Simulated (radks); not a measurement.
Results of a calculation; reference values are marked as such.
Problem. Valence configurations of Pm I (all share [Xe]). Code: a radial shooting solver on a logarithmic mesh with Libxc functionals. Model: Dirac Kohn-Sham, PBE, spin-unpolarised, spherical densities, finite nucleus; open shells are shared between the two j in proportion to 2j + 1; Fermi nuclear charge, rms radius 4.962 fm. Order these by energy: 4f4 6s2 6p1; 4f5.5 6s1 6p0.5; 4f5 5d1 6s1; 4f4 5d1 6s2; 4f5 5d2; 4f7; 4f5 6s2; 4f3 5d2 6s2; 4f4.5 5d1 6s1 6p0.5; 4f4.5 6s2 6p0.5.

Solution. From the lowest, in eV above it: 4f5 6s2 0.000; 4f4.5 6s2 6p0.5 1.298; 4f5 5d1 6s1 1.853; 4f5.5 6s1 6p0.5 2.290; 4f4 5d1 6s2 2.387; 4f4.5 5d1 6s1 6p0.5 2.597; 4f5 5d2 3.852; 4f4 6s2 6p1 4.482; 4f7 6.855; 4f3 5d2 6s2 9.573. NIST lists [Xe] 4f5 6s2 as the ground configuration; this level of theory agrees among the configurations tried. The energies are those of spherical spin-averaged densities, not of single terms.
